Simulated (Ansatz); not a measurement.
`C#[C][Al]([CH3])[CH3]` at its PBE0-D4/def2-TZVP geometry, where that method's forces vanish. Charge 0, multiplicity 1.

```json
{"atom": "C1", "x (Å)": "-2.422", "y (Å)": "1.662", "z (Å)": "-0.877"}
{"atom": "C2", "x (Å)": "-1.466", "y (Å)": "1.004", "z (Å)": "-0.530"}
{"atom": "Al3", "x (Å)": "0.043", "y (Å)": "-0.045", "z (Å)": "0.021"}
{"atom": "C4", "x (Å)": "-0.268", "y (Å)": "-1.796", "z (Å)": "0.814"}
{"atom": "C5", "x (Å)": "1.813", "y (Å)": "0.721", "z (Å)": "-0.249"}
{"atom": "H6", "x (Å)": "-3.264", "y (Å)": "2.242", "z (Å)": "-1.183"}
{"atom": "H7", "x (Å)": "0.170", "y (Å)": "-1.854", "z (Å)": "1.816"}
{"atom": "H8", "x (Å)": "0.216", "y (Å)": "-2.582", "z (Å)": "0.224"}
{"atom": "H9", "x (Å)": "-1.329", "y (Å)": "-2.041", "z (Å)": "0.895"}
{"atom": "H10", "x (Å)": "1.920", "y (Å)": "1.651", "z (Å)": "0.319"}
{"atom": "H11", "x (Å)": "1.965", "y (Å)": "0.987", "z (Å)": "-1.300"}
{"atom": "H12", "x (Å)": "2.622", "y (Å)": "0.051", "z (Å)": "0.051"}
```

(1) For each bond, give half the difference of the two atoms' forces along it (eV/Å; positive pushes the atoms apart) under PBE-D4, r2SCAN-D4, B3LYP-D4, ωB97M-V in def2-TZVPP. (Estimate.)

Results:

(1) Ansatz gave: 
```json
{"bond": "C1–C2", "length (Å)": "1.211", "PBE-D4": "0.94", "r2SCAN-D4": "0.37", "B3LYP-D4": "0.04", "ωB97M-V": "-0.25"}
{"bond": "C1–H6", "length (Å)": "1.067", "PBE-D4": "-0.34", "r2SCAN-D4": "-0.22", "B3LYP-D4": "-0.10", "ωB97M-V": "0.05"}
{"bond": "C2–Al3", "length (Å)": "1.919", "PBE-D4": "-0.52", "r2SCAN-D4": "-0.20", "B3LYP-D4": "-0.03", "ωB97M-V": "0.20"}
{"bond": "Al3–C4", "length (Å)": "1.947", "PBE-D4": "-0.02", "r2SCAN-D4": "-0.01", "B3LYP-D4": "0.06", "ωB97M-V": "0.00"}
{"bond": "Al3–C5", "length (Å)": "1.947", "PBE-D4": "-0.02", "r2SCAN-D4": "-0.02", "B3LYP-D4": "0.05", "ωB97M-V": "0.00"}
{"bond": "C4–H7", "length (Å)": "1.095", "PBE-D4": "0.12", "r2SCAN-D4": "0.00", "B3LYP-D4": "-0.04", "ωB97M-V": "-0.04"}
{"bond": "C4–H8", "length (Å)": "1.096", "PBE-D4": "0.12", "r2SCAN-D4": "0.00", "B3LYP-D4": "-0.04", "ωB97M-V": "-0.05"}
{"bond": "C4–H9", "length (Å)": "1.092", "PBE-D4": "0.11", "r2SCAN-D4": "-0.01", "B3LYP-D4": "-0.04", "ωB97M-V": "-0.04"}
{"bond": "C5–H10", "length (Å)": "1.095", "PBE-D4": "0.12", "r2SCAN-D4": "0.00", "B3LYP-D4": "-0.04", "ωB97M-V": "-0.04"}
{"bond": "C5–H11", "length (Å)": "1.095", "PBE-D4": "0.12", "r2SCAN-D4": "0.00", "B3LYP-D4": "-0.04", "ωB97M-V": "-0.04"}
{"bond": "C5–H12", "length (Å)": "1.093", "PBE-D4": "0.11", "r2SCAN-D4": "-0.01", "B3LYP-D4": "-0.04", "ωB97M-V": "-0.05"}
```

B3LYP here is the variant with VWN-RPA as its local correlation; programs differ in this.
